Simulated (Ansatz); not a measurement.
# Abstraction of H: InH(SH)2 + CH4GaO → In(SH)2 + CH5GaO

Gas-phase species: InH(SH)2, singlet; CH4GaO `C[O][GaH]`, doublet; In(SH)2, doublet; CH5GaO `C[O][GaH2]`, singlet. A radical takes H: the energy is the difference in strength between the In–H bond broken and the Ga–H bond made.

Shapes, held fixed at every level: PBE0-D4/def2-TZVP. Flexible molecules stand in one conformer, not always the lowest. Programs: Ansatz 0.2.0. The zero-point and thermal change to 298 K, harmonic and unscaled (PBE0-D4/def2-TZVP), is +2.8 kJ/mol.

| level | kind | ΔH(298 K) (kJ/mol) | less CCSD(T)/def2-TZVPP |
| --- | --- | --- | --- |
| MP2/def2-SVP | perturbation theory | -46.8 | -1.8 |
| HF/def2-SVP | Hartree–Fock | -44.0 | +1.0 |
| SPW92/def2-TZVPP | LDA | -40.4 | +4.6 |
| r2SCAN-D4/def2-TZVPP | meta-GGA | -42.3 | +2.7 |
| B3LYP-D4/def2-TZVPP | global hybrid | -47.8 | -2.8 |
| CCSD(T)/def2-SVP | coupled cluster or CI | -46.4 | -1.4 |
| CCSD/def2-SVP | coupled cluster or CI | -46.4 | -1.4 |
| CCSD(T)/def2-TZVPP | coupled cluster or CI | -45.0 | 0.0 |

The highest level, CCSD(T)/def2-TZVPP, gives ΔH(298 K) = -45.0 kJ/mol; the levels span -47.8 to -40.4. The column of differences is taken from that level and isn't an error. No measured value is set beside it here. Open shells run unrestricted. For atoms past krypton def2 sets carry core potentials with scalar relativity. Relativity is left out for Ga. Outer-core shells of Ga, In are correlated, in sets that cover them unevenly.
